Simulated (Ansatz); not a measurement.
`F[SiH]1[S][SnH2]1`, charge 0, multiplicity 1.

**Question.** Give a relaxed structure at PBE0-D4/def2-TZVP (the Gaussian-basis code of Ansatz). (Best estimate.)

**Answer.** The calculation gave: 
Z-matrix (Å, degrees):
```
Si
S 1 2.077
Sn 1 2.475 2 67.0
F 1 1.594 2 118.0 3 112.0
H 1 1.477 2 119.6 3 -116.5
H 3 1.701 1 123.1 2 84.6
H 3 1.702 1 125.1 2 -83.7
```
